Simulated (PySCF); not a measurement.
## `OC[C@@H]1C[C@H](Cl)[C@@H]1Br`, C5H8BrClO

Geometry (Å), atoms numbered from 1 in this order:
```xyz
16

O    -0.896   -0.564   -1.805
C    -1.537   -0.407   -0.575
C    -0.658    0.233    0.509
C     0.313    1.303   -0.030
C     1.513    0.417    0.328
Cl    2.398   -0.210   -1.081
C     0.556   -0.575    1.008
Br    0.680   -2.448    0.494
H    -0.172   -1.198   -1.711
H    -1.926   -1.365   -0.198
H    -2.385    0.255   -0.769
H    -1.304    0.561    1.325
H     0.197    1.477   -1.098
H     0.293    2.249    0.504
H     2.258    0.853    0.994
H     0.661   -0.572    2.094
```

Computed with TDDFT B3LYP/def2-SVPD circular dichroism and optical rotation, one conformer, gas phase (PySCF 2.14.0). Geometry: GFN2-xTB.

The molecule is flexible and this is one conformer; a measurement averages over conformers. The calculation is non-relativistic, which matters for the atoms heavier than Zn.

**Question.** Draw the ECD and absorption spectra from the lowest 8 states, each a Gaussian of half-width 0.25 eV at 1/e height.

**Answer.** 
| E (eV) | λ (nm) | Δε (L mol⁻¹ cm⁻¹) | ε (L mol⁻¹ cm⁻¹) |
| --- | --- | --- | --- |
| 5.13 | 242 | +0.04 | 1.64 |
| 5.23 | 237 | +0.17 | 7.3 |
| 5.33 | 232 | +0.55 | 24.8 |
| 5.43 | 228 | +1.28 | 67.3 |
| 5.53 | 224 | +2.18 | 157 |
| 5.63 | 220 | +2.74 | 330 |
| 5.73 | 216 | +2.57 | 610 |
| 5.83 | 213 | +1.89 | 927 |
| 5.93 | 209 | +1.32 | 1110 |
| 6.03 | 205 | +1.28 | 1080 |
| 6.13 | 202 | +1.69 | 964 |
| 6.23 | 199 | +2.07 | 891 |
| 6.33 | 196 | +2.00 | 827 |
| 6.43 | 193 | +1.85 | 695 |
| 6.53 | 190 | +2.77 | 594 |
| 6.63 | 187 | +5.71 | 741 |
| 6.73 | 184 | +9.75 | 1210 |
| 6.83 | 181 | +11.80 | 1790 |

Δε uses R in velocity form, ε uses f in length form. Only the states computed contribute, so the short-wavelength end is incomplete.

The sign of the CD band at 209 nm isn't settled: the length form gives the opposite one.
